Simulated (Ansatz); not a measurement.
C8H16 can be A, `CC1(C)CCCCC1`, or B, `C[C@H]1CC[C@@H](C)CC1`.

Computed with Ansatz on PBE0-D4/def2-TZVP structures; ΔE is electronic, products minus reactants. CCSD(T)/CBS adds triple-zeta CCSD(T) − MP2 to the extrapolated MP2 energy (def2 sets, frozen cores). Functionals use def2-TZVPP. B3LYP here is the variant with VWN-RPA as its local correlation; programs differ in this.

Which is lower in electronic energy at CCSD(T)/CBS, and by how much? (Best estimate.)

The calculation gave: A, by 0.9 kcal/mol.

Give E(B) − E(A) in kcal/mol with HF/def2-TZVPP, BLYP-D4, PBE0-D4, B3LYP-D4, LDA (SPW92), PBE-D4, CCSD(T)/def2-SVP. (An estimate is asked.)

The calculation gave: HF/def2-TZVPP -0.8, BLYP-D4 0.4, PBE0-D4 0.4, B3LYP-D4 0.3, LDA (SPW92) 1.1, PBE-D4 0.4, CCSD(T)/def2-SVP 0.9. The order is the other way round with HF/def2-TZVPP.

Largest T1 diagnostic: 0.009.

In def2-TZVPP, CCSD(T) changes the Hartree–Fock value by +1.8 kcal/mol (the triples alone add +0.3 kcal/mol) and MP2 by +2.2 kcal/mol. The D4 term adds +0.8 kcal/mol with B3LYP and +0.4 kcal/mol with PBE0; it sums over pairs of atoms, weighted by their polarisabilities, and B3LYP, whose exchange is more repulsive, gets the larger term.
